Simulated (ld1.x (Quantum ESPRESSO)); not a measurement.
# mercury, ultrasoft: configuration errors across variants

ld1.x (Quantum ESPRESSO) 7.5 input, shortened:

```
&input
   title='Hg', zed=80., rel=2, dft='PZ', iswitch=3,
   config='[Xe] 4f14 5d10 6s1 6p0', rel_dist='average'
 /
 &inputp
   pseudotype=3, tm=.true., lloc=-1, rcloc=1.00,
   nlcc=.true., new_core_ps=.true., rcore=1.05,
   which_augfun='PSQ', rmatch_augfun=0.80
 /
6
5S  1  0   2.00   0.00  1.35  1.40  0.0
6S  2  0   1.00   0.00  1.35  1.40  0.0
5P  2  1   6.00   0.00  1.35  1.50  0.0
6P  3  1   0.00   0.00  1.35  1.50  0.0
5D  3  2  10.00   0.00  1.00  1.30  0.0
5D  3  2   0.00   1.80  1.00  1.30  0.0
 &test
   configts(1)='5s2 5p6 5d10 6s1 6p0'
 /
```

Open shells are filled in proportion to 2j + 1 (rel_dist='average').

All-electron excitation energies from the reference (eV): (1) 5s2 5p6 5d10 6s2 6p0 -11.059; (2) 5s2 5p6 5d10 6s0 6p0 19.403; (3) 5s2 5p6 5d9 6s0 6p0 55.221; (4) 5s2 5p6 5d10 6s1 6p1 -4.972; (5) 5s1 5p6 5d10 6s2 6p0 114.660; (6) 5s2 5p6 5d10 6s0 6p2 1.567; (7) 5s2 5p6 5d9 6s2 6p0 4.699.

The overlap operator is not positive definite (basis up to 400 Ry) in “base”, “core correction Bessel-smoothed model core inside 0.56 bohr”, “core correction Bessel-smoothed model core inside 0.76 bohr”, “core correction Bessel-smoothed model core inside 0.98 bohr”, “core correction Bessel-smoothed model core inside 1.10 bohr”, “core correction Bessel-smoothed model core inside 1.30 bohr”, “core correction Bessel-smoothed model core inside 1.58 bohr”. Such files are unfit for use, however small their errors in these radial tests.

Errors AE − PS in meV (a dash: test not solved or not reliable):

```tsv
change	(1)	(2)	(3)	(4)	(5)	(6)	(7)	bound ghosts
base	-0.2	+0.1	-2.0	-0.2	-35	-0.3	-1.3	not determined (overlap not positive)
core correction Bessel-smoothed model core inside 0.56 bohr	-0.2	0.0	-2.0	-0.1	-49	-0.3	-1.7	not determined (overlap not positive)
core correction Bessel-smoothed model core inside 0.76 bohr	-0.2	0.0	-2.1	-0.1	-49	-0.3	-1.7	not determined (overlap not positive)
core correction Bessel-smoothed model core inside 0.98 bohr	-0.2	0.0	-2.0	-0.2	-41	-0.3	-1.5	not determined (overlap not positive)
core correction Bessel-smoothed model core inside 1.10 bohr	-0.2	+0.1	-2.0	-0.2	-31	-0.3	-1.3	not determined (overlap not positive)
core correction Bessel-smoothed model core inside 1.30 bohr	0.0	+0.4	-1.9	-0.2	-11	-0.1	-0.6	not determined (overlap not positive)
core correction Bessel-smoothed model core inside 1.58 bohr	+0.2	+0.7	-1.7	-0.2	+10	0.0	+0.3	not determined (overlap not positive)
```

(1) Give the same row for: core correction none.

Results:

(1) +0.4, +1.0, 0.0, -0.1, +21, +0.1, +1.5; bound ghosts: not determined (overlap not positive). Its overlap operator is not positive definite in a basis up to 400 Ry (lowest eigenvalue s -0.27, p1/2 -0.03), so the file is unfit for use: the generalised eigenproblem breaks down once the basis is large enough, and its test numbers describe a broken file.
